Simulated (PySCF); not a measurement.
# C⁺: excitation energy

C⁺ [He] 2s2 2p1 (2P) → C⁺ [He] 2s2 3d1 (2D), as a difference of total energies. All numbers are calculated (PySCF 2.14, the spin-free X2C one-electron Hamiltonian (Gaussian nucleus), in x2c-QZVPPall with one added diffuse shell each of s, p, d, f type (8s5p4d3f1g, 73 functions)). Correlated levels: valence: 1s2 frozen; valence and next inner shell: nothing frozen. The calculations carry no spin-orbit coupling.

Question: Order these methods by the excitation energy they give, lowest first.
A. LC-wPBE
B. LDA
C. UHF
D. B3LYP

Answer: B (17.986 eV), D (18.137 eV), C (18.280 eV), A (18.633 eV).

Errors of the correlated levels include the incompleteness of this basis and the frozen core.

The promoted electron is Rydberg-like, and one or two diffuse shells describe it only roughly, which tends to raise the upper state.

For comparison: 18.041 eV (measured; NIST levels, between the centres of gravity of the two terms).
